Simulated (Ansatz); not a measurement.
System: C$_{4}$H$_{12}$Sn, net charge 0, singlet state. 
Structure (B3LYP-D3(BJ)/def2-TZVP (Ansatz, a quantum-chemistry and plane-wave program) minimum search):
SMILES: [CH3][Sn]([CH3])([CH3])[CH3]
```xyz
17

C     -0.3064    -1.5266    -1.5051
Sn     0.0000     0.0000     0.0000
C     -0.0960     1.9556    -0.9254
C     -1.5408    -0.1589     1.5135
C      1.9432    -0.2701     0.9170
H     -1.2820    -1.4016    -1.9747
H     -0.2604    -2.5167    -1.0517
H      0.4634    -1.4574    -2.2735
H      0.0569     2.7336    -0.1776
H     -1.0701     2.1041    -1.3910
H      0.6753     2.0484    -1.6898
H     -2.5247    -0.0246     1.0643
H     -1.5032    -1.1396     1.9873
H     -1.3977     0.6049     2.2777
H      2.0044    -1.2516     1.3868
H      2.7282    -0.1924     0.1650
H      2.1098     0.4929     1.6773
```

Total electronic energies in hartree. Valence correlation only, unless marked. Spin-orbit coupling is left out. Frozen are the shells of the preceding noble gas and the d and f shells that filled before the atom's block. In def2 rows, elements after Kr have scalar-relativistic effective core potentials. STO-3G rows are all-electron and non-relativistic. Basis-set limits of correlation are two-point, X^-3; Hartree-Fock from the larger set.

```tsv
level	program	energy (Eh)
HF/def2-TZVPP	Ansatz	-371.86773
r2SCAN-D4/def2-TZVPD	Ansatz + dftd4	-373.98922
PBE0/def2-SVP	Ansatz	-373.62368
BHLYP-D4/def2-TZVPD	Ansatz + dftd4	-373.84591
CAM-B3LYP-D4/def2-TZVPD	Ansatz + dftd4	-373.90421
RI-MP2/def2-QZVPP	Ansatz	-372.76478
CCSD/STO-3G	Ansatz	-6120.31027
CCSD/def2-TZVPPD	Ansatz	-372.77167
CCSD(T)/CBS(def2-TZVPPD,def2-QZVPPD)	Ansatz	-372.8879
```

Totals of different functionals don't rank their quality; only differences between species are comparable.
